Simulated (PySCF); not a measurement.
# UHF on P (phosphorus, neutral)

Configuration: [Ne] 3s2 3p3, high-spin 4S determinant. Computed with PySCF 2.14 in x2c-QZVPPall with one added diffuse shell each of s, p, d, f type (10s7p5d3f1g, 86 functions), with the spin-free X2C one-electron Hamiltonian (Gaussian nucleus).

- Total energy: -341.536987 hartree
- One-electron energy: -472.6291 hartree
- Hartree (Coulomb) energy: 153.8222 hartree
- Exchange energy: -22.7301 hartree
- ⟨S²⟩: 3.7506
- ⟨L²⟩: 0.000
- Sum of ⟨r⟩: 14.95 bohr
- Sum of ⟨r²⟩: 30.22 bohr²
- Langevin diamagnetic susceptibility: -23.9 ×10⁻⁶ cm³/mol

| shell | electrons | mean orbital energy (hartree) | rms radius, mean of both spins (bohr) |
| --- | --- | --- | --- |
| 1s α | 1 | -80.20066 | 0.120 |
| 1s β | 1 | -80.17911 | 0.120 |
| 2s α | 1 | -7.55812 | 0.560 |
| 2s β | 1 | -7.53622 | 0.560 |
| 2p α | 3 | -5.42034 | 0.540 |
| 2p β | 3 | -5.37886 | 0.540 |
| 3s α | 1 | -0.83907 | 2.08 |
| 3s β | 1 | -0.55934 | 2.08 |
| 3p α | 3 | -0.39159 | 2.53 |

Densities and radii are taken from the X2C orbitals without a picture-change correction, which distorts them close to the nucleus.

Spin-orbit constants ζ (cm⁻¹) from the X2C one-electron operator on these orbitals: bare nucleus, nucleus screened by l(l+1)(2l+1)/3 electrons, and screened by the Breit-Pauli mean field of the electrons.

| shell | bare | screened nucleus | mean field |
| --- | --- | --- | --- |
| 2p | 5478 | 4748 | 4420 |
| 3p | 291.7 | 252.8 | 231.1 |
